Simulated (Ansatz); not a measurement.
Ansatz (a program for electronic structure) job for F₃Y, SMILES [F][Y+]([F])[F] (connectivity only; charge and spin as stated), charge +1, multiplicity 2, PBE0/def2-SVPD. Coordinates come from a B3LYP-D3(BJ)/def2-TZVP optimisation. The spin state was assumed, not searched. The def2 effective core potentials stand for the cores of Y; spin–orbit coupling is left out.

Ansatz 0.2 input:
```yaml
crystal:
  periodic: [false, false, false]
  atoms:
    - {symbol: Y, position_ang: [0.00000000, -0.00000000, -0.04960702]}
    - {symbol: F, position_ang: [-0.00000000, 1.79842658, -0.90197511]}
    - {symbol: F, position_ang: [-0.00000000, -1.79842654, -0.90197517]}
    - {symbol: F, position_ang: [-0.00000000, -0.00000004, 2.01891404]}
basis:
  gaussian:
    orbitals: def2-SVPD
hamiltonian:
  xc: {name: PBE0}
total_charge: 1
magnetization: {spin_polarized: true, initial_magnetization: 1}
```

Program output:

```
WARN ansatz: RAYON_NUM_THREADS=1 ignored (pool sized by the plan → 1); use --threads N
Functional definition: PBE0
integrals: 0.03 GiB planned
906 factors; their error is unknown
mean field: 0.42 GiB planned
mean field evaluation 1: about -9160.3204 eV, gradient 6.4e1 eV
mean field evaluation 2: about -9068.2301 eV, gradient 1.8e2 eV
mean field evaluation 4: about -9167.4282 eV, gradient 4.0e1 eV
mean field evaluation 8: about -9173.6424 eV, gradient 6.9e-2 eV
mean field evaluation 16: about -9173.7773 eV, gradient 8.2e-3 eV
mean field evaluation 32: about -9173.7491 eV, gradient 6.7e-1 eV
mean field -9173.77729975 eV, -337.1300975562 hartree, gradient 1.8e-6 eV, S^2 0.761145; 3 other end points of the search recorded, 0 dependent functions left out
reference -9173.77734214 eV, -337.1300991140 hartree; 19, 18 occupied and 84, 85 virtual orbitals, 906 factors
Total energy: -9173.77734214 eV, -337.1300991140 hartree
```

The run converged.

Cost: around 7 core-seconds (rough).
